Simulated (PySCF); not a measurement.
C₂H₅O (SMILES C[CH]O), doublet, at a GFN2-xTB geometry. Base run: R2SCAN/6-31G (PySCF).

Geometry (Å):
```xyz
8

C      1.1931    -0.3693    -0.0155
C     -0.0093     0.4805    -0.1555
O     -1.2058    -0.0862     0.2249
H     -1.9301     0.5180     0.0390
H     -0.0390     1.2811    -0.8778
H      2.0770     0.2488     0.1348
H      1.0653    -1.0351     0.8346
H      1.3708    -0.9902    -0.9034
```
Charge 0, spin multiplicity 2.
Orbitals are unrestricted.
All else is at PySCF's defaults.
Base energy -154.23783 Eh.

Variants of this job, named by their change:

```json
[
 {"change": "base", "ΔE vs base (µEh)": "0.0", "grid points": "91360", "electrons on the grid": "25.00000"},
 {"change": "grids.atom_grid = (150, 974)", "ΔE vs base (µEh)": "-4.8", "grid points": "649560", "electrons on the grid": "25.00000"},
 {"change": "small_rho_cutoff = 0", "ΔE vs base (µEh)": "0.0", "grid points": "91360", "electrons on the grid": "25.00000"},
 {"change": "grids.atom_grid = (75, 302)", "ΔE vs base (µEh)": "-0.3", "grid points": "116512", "electrons on the grid": "25.00000"},
 {"change": "grids.becke_scheme = stratmann", "ΔE vs base (µEh)": "1.0", "grid points": "91360", "electrons on the grid": "25.00000"},
 {"change": "grids.level = 5", "ΔE vs base (µEh)": "-3.2", "grid points": "246640", "electrons on the grid": "25.00000"},
 {"change": "grids.prune = dft.gen_grid.treutler_prune", "ΔE vs base (µEh)": "1.0", "grid points": "78400", "electrons on the grid": "25.00000"},
 {"change": "grids.atom_grid = (30, 110)", "ΔE vs base (µEh)": "-74.5", "grid points": "19704", "electrons on the grid": "24.99987"},
 {"change": "grids.radi_method = gauss_chebyshev", "ΔE vs base (µEh)": "-16.8", "grid points": "89384", "electrons on the grid": "25.00000"},
 {"change": "grids.atom_grid = (99, 590)", "ΔE vs base (µEh)": "-7.8", "grid points": "259896", "electrons on the grid": "25.00000"},
 {"change": "grids.atom_grid = (50, 194)", "ΔE vs base (µEh)": "125", "grid points": "52824", "electrons on the grid": "24.99999"}
]
```

Open shells are given as the SCF converged; they aren't shown to be the lowest states, and a large step between rows can be another state.
